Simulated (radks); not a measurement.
Species: the cerium ion Ce3+. Configuration: [Xe] 7p1 (not the ground configuration).

All-electron calculation, Dirac Kohn-Sham, PBE, spin-unpolarised, spherical densities, point nucleus; open shells fill j = l - 1/2 first. Program: a radial shooting solver on a logarithmic mesh with Libxc functionals.

Energy parts (eV):
part                      energy
total                 -241172.56
kinetic                258780.79
electron-nucleus      -585372.02
Hartree                 91098.46
exchange-correlation    -5679.79

Orbitals (lengths in bohr, moments of r in powers of bohr; <r^-3> diverges for s and p1/2; r(max) is where P^2 peaks):
| orbital | occ. | eigenvalue (eV) | <r^-3> | r(max) | <r^2> |
|---|---|---|---|---|---|
| 1s1/2 | 2 | -40274.66 | - | 0.01574 | 0.0008207 |
| 2s1/2 | 2 | -6479.233 | - | 0.08921 | 0.01300 |
| 2p1/2 | 2 | -6119.007 | - | 0.06798 | 0.009536 |
| 2p3/2 | 4 | -5672.473 | 7086 | 0.07324 | 0.01080 |
| 3s1/2 | 2 | -1427.465 | - | 0.2549 | 0.08863 |
| 3p1/2 | 2 | -1275.034 | - | 0.2416 | 0.08354 |
| 3p3/2 | 4 | -1187.297 | 1430 | 0.2530 | 0.09107 |
| 3d3/2 | 4 | -920.9336 | 234.3 | 0.2034 | 0.07459 |
| 3d5/2 | 6 | -902.1035 | 213.1 | 0.2066 | 0.07673 |
| 4s1/2 | 2 | -320.1697 | - | 0.5926 | 0.4553 |
| 4p1/2 | 2 | -263.4263 | - | 0.6017 | 0.4853 |
| 4p3/2 | 4 | -244.3823 | 311.6 | 0.6258 | 0.5255 |
| 4d3/2 | 4 | -151.0978 | 42.77 | 0.6453 | 0.6197 |
| 4d5/2 | 6 | -147.7261 | 38.57 | 0.6531 | 0.6354 |
| 5s1/2 | 2 | -73.8808 | - | 1.346 | 2.388 |
| 5p1/2 | 2 | -57.3900 | - | 1.454 | 2.882 |
| 5p3/2 | 4 | -54.1719 | 52.65 | 1.512 | 3.114 |
| 7p1/2 | 1 | -11.2404 | - | 6.585 | 45.95 |
| 7p3/2 | 0 | -10.9732 | 4.527 | 6.725 | 47.56 |

The highest occupied level is 7p1/2 at -11.240 eV. The density falls to 0.001 e/bohr^3 at r = 3.44 bohr.
